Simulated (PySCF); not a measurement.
B₃H₅N₃, SMILES N1BNBN[B]1, multiplicity 2. Geometry optimised at PBE-D3(BJ)/def2-SVP. The isomer is the one that the SMILES or the coordinates give; other isomers of the formula were not compared.

Calculation: PBE-D3(BJ)/def2-SVP in PySCF 2.14.0.

Harmonic wavenumbers (cm⁻¹): 276, 306, 432, 505, 509, 675, 698, 702, 834, 888, 896, 920, 925, 954, 1027, 1036, 1200, 1250, 1318, 1332, 1429, 1449, 2551, 2557, 3556, 3556, 3562. Rotational constants (GHz): 5.744, 5.211, 2.732; symmetry number 2.

**Question.** Work out the zero-point energy and the ideal-gas rigid-rotor harmonic-oscillator thermochemistry at 298.15 K and 1 atm.

**Answer.** ZPE = ½ Σ hcν = ½ × 35344 cm⁻¹ = 50.53 kcal/mol. H − E(el) = 54.39 kcal/mol. Entropy in cal/(mol K): translation 39.03, rotation 24.40, vibration 7.18, spin 1.38, total 71.99. G − E(el) = 32.93 kcal/mol. Cp = 22.25 cal/(mol K).
